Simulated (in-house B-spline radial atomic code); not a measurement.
LDA exchange-only excitations of Ge⁴⁺

Method: LDA exchange-only. Computed with an all-electron radial atomic-structure program (B-spline basis): linear response of the closed shell [Ar] 3d10 with the functional's adiabatic kernel; scalar-relativistic (spin-free one-electron X2C), finite nucleus, no spin-orbit coupling, no double excitations, S, P, D and F terms only. Only terms of natural parity with L up to 3 were computed.

Command:
```bash
python run_td.py task.json out
```
Settings (radii: box in bohr, nucleus in fm):
```
Z                        32
electrons                28
configuration            [Ar] 3d10
hamiltonian              x2c
method                   lda,
box_radius               19.1
rms_radius               4.0742
intervals                72
```

Time taken, with all properties: 0.9 s on 1 thread of Intel(R) Xeon(R) Platinum 8259CL CPU @ 2.50GHz (Skylake/Cascade Lake), with other jobs on the host.

The lowest states, in the order of their Tamm-Dancoff energies; the method's threshold (minus the highest occupied level) is 76.43 eV. Labels give the largest channel, * marks a mixed state, and oscillator strengths are full-response dipole values. Semilocal kernels can invert the small singlet-triplet splittings of Rydberg terms. Energies in eV:

| state | full response | Tamm-Dancoff | oscillator strength |
| --- | --- | --- | --- |
| 3d → 4s 3D | 24.814 | 24.834 | - |
| 3d → 4s 1D | 25.585 | 25.597 | - |
| 3d → 4p 3P | 35.81 | 35.84 | - |
| 3d → 4p 3F | 36.14 | 36.15 | - |
| 3d → 4p 1F | 36.64 | 36.64 | - |
| 3d → 4p 1P | 37.57 | 37.66 | 0.541 |
| 3d → 4d 3S | ? | ? | - |
| 3d → 4d 3D | 51.88 | 51.89 | - |
| 3d → 4d 1D | 52.38 | 52.40 | - |
| 3d → 5s 3D | ? | ? | - |
| 3d → 5s 1D | 54.20 | 54.20 | - |
| 3d → 4d 1S | 55.28 | 55.73 | - |
| 3d → 5p 3P | 57.60 | 57.60 | - |
| 3d → 5p 3F | 57.67 | 57.68 | - |
| 3d → 5p 1F | 57.80 | 57.80 | - |
| 3d → 5p 1P | 58.01 | 58.03 | 0.0535 |

Question: Where does 3d → 4d 3S lie?

Answer: At 50.95 eV in full response, 50.99 eV in Tamm-Dancoff.

Question: Where does 3d → 5s 3D lie?

Answer: At 54.03 eV in full response, 54.03 eV in Tamm-Dancoff.

Question: How large is the singlet-triplet splitting of 3d → 4s (D terms) in Tamm-Dancoff?

Answer: 0.764 eV, from the unrounded values.

Question: What polarisabilities and dispersion coefficient does the method give?

Answer: Dipole 0.8908 bohr³, quadrupole 1.381 bohr⁵, C6 1.713 hartree·bohr⁶ for two such species.
